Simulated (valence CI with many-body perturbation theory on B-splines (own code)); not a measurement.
**Pr45+: electric-dipole lines**

Level of theory: configuration interaction combined with many-body perturbation theory (CI+MBPT): four valence electrons over a frozen Dirac-Fock core [Ne], a basis of 11 s, 11 p, 9 d, 7 f, 5 g, 2 h, 1 i functions for each j, with the one-electron correlation potential Σ1, the two-electron term Σ2, the three-electron term Σ3, Breit, model QED; selected CI, second order for the rest (own B-spline code, finite nucleus).

No measured spectrum was set against this ion. As an estimate, large intervals hold to a few tenths of a per cent, small ones and those within an open d or f shell to about a per cent.

Lines 51 to 100 of 235 in falling wavelength, among levels below 44.790 Ry, chosen from the strongest by gf and those to the six lowest levels. Wavelengths and rates use the calculated energies. Electric multipoles are in the length gauge, E1 and E2 with the static RPA response of the core. Weak lines are less certain than strong ones. Lines between different terms over intervals too small for the method are left out, as are lines whose strength nearly cancels. The highest levels of a list are the least certain.

Levels are named by their leading jj configuration (3d3/2^4 stands for four electrons in 3d with j = 3/2), which in mixed levels can hold well under half, so a name can repeat and another be missing. Letters in brackets count levels of one name in rising energy.

| λ vac (Å) | Upper | Lower | A (s⁻¹) | S (a.u.) with core polarisation | S without |
| --- | --- | --- | --- | --- | --- |
| 93.11 | (3s 3p1/2 3p3/2 3d5/2) J=2 [d] | (3s^2 3p3/2 3d5/2) J=3 | 8.89e+09 | 1.77e-02 | 1.80e-02 |
| 92.65 | (3s 3p1/2 3p3/2^2) J=1 [a] | (3s^2 3p3/2^2) J=2 | 6.59e+09 | 7.76e-03 | 7.90e-03 |
| 91.43 | (3s 3p1/2 3p3/2 3d3/2) J=2 [a] | (3s 3p1/2 3p3/2^2) J=3 | 1.57e+10 | 2.97e-02 | 3.03e-02 |
| 91.42 | (3p1/2^2 3p3/2^2) J=0 | (3s 3p1/2 3p3/2^2) J=1 [a] | 3.97e+10 | 1.50e-02 | 1.53e-02 |
| 90.97 | (3s 3p1/2 3p3/2^2) J=2 [b] | (3s^2 3p3/2^2) J=2 | 1.25e+10 | 2.32e-02 | 2.36e-02 |
| 89.83 | (3s 3p1/2 3p3/2 3d5/2) J=2 [b] | (3s^2 3p3/2 3d3/2) J=3 | 4.47e+09 | 8.00e-03 | 8.15e-03 |
| 88.97 | (3s 3p1/2^2 3p3/2) J=1 | (3s^2 3p1/2 3p3/2) J=1 | 5.96e+09 | 6.21e-03 | 6.33e-03 |
| 88.94 | (3s 3p1/2 3p3/2 3d5/2) J=3 [c] | (3s^2 3p3/2 3d5/2) J=4 | 1.45e+10 | 3.53e-02 | 3.60e-02 |
| 88.68 | (3s 3p1/2 3p3/2 3d3/2) J=1 [d] | (3s^2 3p3/2 3d3/2) J=2 | 7.85e+09 | 8.11e-03 | 8.26e-03 |
| 88.28 | (3s 3p1/2 3p3/2 3d5/2) J=4 [c] | (3s^2 3p3/2 3d5/2) J=4 | 9.43e+09 | 2.88e-02 | 2.94e-02 |
| 87.13 | (3s 3p1/2 3p3/2 3d3/2) J=2 [e] | (3s^2 3p3/2 3d3/2) J=3 | 1.26e+10 | 2.05e-02 | 2.09e-02 |
| 86.06 | (3s 3p1/2 3p3/2^2) J=1 [b] | (3s^2 3p3/2^2) J=2 | 9.95e+09 | 9.39e-03 | 9.57e-03 |
| 85.45 | (3s 3p1/2 3p3/2 3d3/2) J=2 [a] | (3s 3p1/2 3p3/2^2) J=2 [a] | 7.99e+09 | 1.23e-02 | 1.25e-02 |
| 85.15 | (3s 3p1/2^2 3d3/2) J=1 | (3s 3p1/2^2 3p3/2) J=1 | 8.00e+09 | 7.32e-03 | 7.44e-03 |
| 83.38 | (3s 3p1/2 3p3/2 3d3/2) J=2 [b] | (3s 3p1/2 3p3/2^2) J=3 | 2.57e+10 | 3.68e-02 | 3.75e-02 |
| 82.65 | (3s 3p1/2 3p3/2 3d3/2) J=2 [c] | (3s 3p1/2 3p3/2^2) J=2 [b] | 9.25e+09 | 1.29e-02 | 1.31e-02 |
| 82.43 | (3s 3p1/2^2 3d3/2) J=2 | (3s 3p1/2^2 3p3/2) J=1 | 1.57e+09 | 2.17e-03 | 2.21e-03 |
| 78.55 | (3s^2 3p1/2 3d3/2) J=2 | (3s^2 3p1/2 3p3/2) J=2 | 3.29e+09 | 3.93e-03 | 4.00e-03 |
| 75.14 | (3s^2 3p1/2 3d3/2) J=2 | (3s^2 3p1/2 3p3/2) J=1 | 1.66e+08 | 1.73e-04 | 1.76e-04 |
| 73.98 | (3s 3p1/2^2 3d3/2) J=1 | (3s 3p1/2^2 3p3/2) J=2 | 2.87e+09 | 1.72e-03 | 1.75e-03 |
| 71.91 | (3s 3p1/2^2 3d3/2) J=2 | (3s 3p1/2^2 3p3/2) J=2 | 8.76e+09 | 8.04e-03 | 8.18e-03 |
| 71.62 | (3s 3p1/2 3p3/2 3d3/2) J=3 [b] | (3s 3p1/2 3p3/2^2) J=3 | 4.19e+09 | 5.32e-03 | 5.41e-03 |
| 68.35 | (3s^2 3p3/2 3d3/2) J=3 | (3s^2 3p3/2^2) J=2 | 2.19e+09 | 2.41e-03 | 2.46e-03 |
| 68.20 | (3s^2 3p3/2 3d3/2) J=2 | (3s^2 3p3/2^2) J=2 | 2.70e+08 | 2.11e-04 | 2.17e-04 |
| 67.91 | (3s^2 3p3/2 3d3/2) J=1 | (3s^2 3p3/2^2) J=2 | 1.25e+08 | 5.79e-05 | 5.80e-05 |
| 67.70 | (3s 3p1/2 3p3/2 3d5/2) J=2 [b] | (3s 3p1/2 3p3/2^2) J=2 [b] | 9.70e+09 | 7.43e-03 | 7.54e-03 |
| 65.80 | (3s^2 3p1/2 3d3/2) J=1 | (3s^2 3p1/2 3p3/2) J=2 | 2.88e+09 | 1.21e-03 | 1.24e-03 |
| 64.36 | (3s 3p1/2^2 3d5/2) J=2 | (3s 3p1/2^2 3p3/2) J=1 | 4.22e+10 | 2.77e-02 | 2.82e-02 |
| 64.07 | (3s^2 3p3/2 3d5/2) J=2 | (3s^2 3p3/2^2) J=2 | 2.87e+10 | 1.87e-02 | 1.89e-02 |
| 63.73 | (3s 3p1/2 3p3/2 3d5/2) J=3 [a] | (3s 3p1/2 3p3/2^2) J=3 | 2.24e+10 | 2.00e-02 | 2.03e-02 |
| 63.60 | (3s^2 3p1/2 3d5/2) J=2 | (3s^2 3p1/2 3p3/2) J=2 | 7.49e+09 | 4.76e-03 | 4.84e-03 |
| 63.39 | (3s 3p1/2 3p3/2 3d5/2) J=2 [a] | (3s 3p1/2 3p3/2^2) J=2 [a] | 2.97e+10 | 1.87e-02 | 1.90e-02 |
| 63.39 | (3s^2 3p1/2 3d3/2) J=1 | (3s^2 3p1/2 3p3/2) J=1 | 6.79e+08 | 2.56e-04 | 2.59e-04 |
| 62.81 | (3s 3p1/2 3p3/2 3d3/2) J=4 | (3s^2 3p1/2 3d5/2) J=3 | 3.97e+09 | 4.37e-03 | 4.45e-03 |
| 62.72 | (3s^2 3p1/2 3d5/2) J=3 | (3s^2 3p1/2 3p3/2) J=2 | 4.96e+10 | 4.23e-02 | 4.30e-02 |
| 62.58 | (3s 3p1/2 3p3/2 3d5/2) J=1 [c] | (3s 3p1/2 3p3/2^2) J=1 [b] | 1.13e+10 | 4.11e-03 | 4.18e-03 |
| 61.34 | (3s^2 3p1/2 3d5/2) J=2 | (3s^2 3p1/2 3p3/2) J=1 | 5.04e+10 | 2.87e-02 | 2.92e-02 |
| 61.21 | (3s 3p1/2 3p3/2 3d5/2) J=0 | (3s 3p1/2 3p3/2^2) J=1 [b] | 1.68e+11 | 1.90e-02 | 1.94e-02 |
| 60.96 | (3s 3p1/2 3p3/2 3d5/2) J=2 [b] | (3s 3p1/2 3p3/2^2) J=3 | 2.57e+10 | 1.44e-02 | 1.46e-02 |
| 60.87 | (3s 3p1/2 3p3/2 3d5/2) J=3 [b] | (3s 3p1/2 3p3/2^2) J=3 | 2.86e+10 | 2.23e-02 | 2.27e-02 |
| 60.76 | (3s 3p1/2 3p3/2 3d5/2) J=3 [a] | (3s 3p1/2 3p3/2^2) J=2 [a] | 3.78e+10 | 2.93e-02 | 2.98e-02 |
| 60.71 | (3s 3p1/2 3p3/2 3d5/2) J=4 [b] | (3s 3p1/2 3p3/2^2) J=3 | 6.49e+10 | 6.45e-02 | 6.55e-02 |
| 60.59 | (3s 3p1/2^2 3d5/2) J=3 | (3s 3p1/2^2 3p3/2) J=2 | 6.61e+10 | 5.08e-02 | 5.16e-02 |
| 60.08 | (3s 3p1/2 3p3/2 3d5/2) J=2 [d] | (3s 3p1/2 3p3/2^2) J=1 [b] | 1.61e+11 | 8.59e-02 | 8.73e-02 |
| 59.85 | (3s 3p1/2 3p3/2 3d5/2) J=3 [d] | (3s 3p1/2 3p3/2^2) J=2 [b] | 1.69e+11 | 1.25e-01 | 1.27e-01 |
| 59.79 | (3s^2 3p3/2 3d5/2) J=1 | (3s^2 3p3/2^2) J=0 | 1.24e+11 | 3.92e-02 | 3.98e-02 |
| 59.70 | (3s 3p1/2 3p3/2 3d3/2) J=2 [e] | (3s 3p1/2 3p3/2^2) J=3 | 1.70e+10 | 8.92e-03 | 9.09e-03 |
| 59.61 | (3s 3p1/2 3p3/2 3d5/2) J=2 [c] | (3s 3p1/2 3p3/2^2) J=2 [b] | 5.04e+10 | 2.64e-02 | 2.68e-02 |
| 59.51 | (3s 3p1/2 3p3/2 3d5/2) J=1 [c] | (3s 3p1/2 3p3/2^2) J=1 [a] | 1.37e+11 | 4.28e-02 | 4.35e-02 |
| 59.42 | (3s 3p1/2 3p3/2 3d5/2) J=1 [b] | (3s 3p1/2 3p3/2^2) J=0 | 9.08e+10 | 2.82e-02 | 2.87e-02 |
